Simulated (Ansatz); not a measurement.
```yaml
crystal:
  periodic: [false, false, false]
  atoms:
    - {symbol: C, position_ang: [-0.198080, 0.440899, -0.055998]}
    - {symbol: O, position_ang: [0.140373, -0.224370, 1.347219]}
    - {symbol: Zn, position_ang: [0.826987, -1.840823, 0.233794]}
    - {symbol: O, position_ang: [0.197964, -0.528561, -1.251595]}
    - {symbol: H, position_ang: [0.442231, 1.488878, -0.164476]}
    - {symbol: H, position_ang: [-1.409476, 0.663977, -0.108955]}
basis:
  gaussian: {orbitals: x2c-TZVPPall, fitting: {mean_field: def2-universal-jkfit}}
hamiltonian: {xc: {name: wB97X-D}}
output: {forces: true}
```

```sh
$ ansatz run in.yaml --threads 2 --pin off --events-out ev --progress --plain --max-ram 32768MiB --backend cpu
```

Task: How does Ansatz answer? (Best estimate.)

Result: Ansatz gave: The input was rejected before any iteration.
```
Error: YAML parse error: error: line 12 column 19: hamiltonian.xc: no functional is named "wB97X-D"; the names, which are not case-sensitive, are SVWN5, SPW92, PBE, PBE0, PBEsol, revPBE, revPBE0, RPBE, rPW86-PBE, HSE06, wPBEh, LC-wPBE, HISS, HF, BLYP, B3LYP, B3LYP5, BHLYP, CAM-B3LYP, r2SCAN, r2SCANh, r2SCAN0, r2SCAN50, m-r2SCAN, B97, wB97, wB97X, wB97X-V, B97M-V, wB97M-V, B2PLYP, B2GP-PLYP, PBE0-DH, PBE-QIDH
10 | basis:
11 |   gaussian: {orbitals: x2c-TZVPPall, fitting: {mean_field: def2-universal-jkfit}}
12 | hamiltonian: {xc: {name: wB97X-D}}
13 | output: {forces: true}
```

HSE06 is defined as in plane-wave codes.
